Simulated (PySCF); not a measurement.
## Excitation energy of I+ by level of theory

I+ [Kr] 4d10 5s2 5p4 (3P) → I+ [Kr] 4d10 5s2 5p3 5d1 (5D), as a difference of total energies. Calculation: PySCF 2.14, in aug-cc-pVTZ-PP with ECP28MDF; a scalar-relativistic core potential. Correlated levels: valence: 4s2 4p6 4d10 frozen. The calculations carry no spin-orbit coupling.

| method | excitation energy (eV) |
| --- | --- |
| UHF | 9.524 |
| LDA | 10.240 |
| PBE | 9.901 |
| PBE0 | 9.986 |
| B2PLYP | 10.214 |
| BP86 | 10.046 |
| wB97X | 10.669 |
| MP2 (valence) | 9.928 |
| SCS-MP2 (valence) | 10.080 |

Question: Estimate what M06 gives.

Answer: 10.062 eV, closest to BP86 among the rows shown.

Question: Estimate what r2SCAN gives.

Answer: 10.123 eV, closest to SCS-MP2 (valence) among the rows shown.

Errors of the correlated levels include the incompleteness of this basis and the frozen core.

For comparison: 10.300 eV (measured; NIST levels, between the centres of gravity of the two terms).
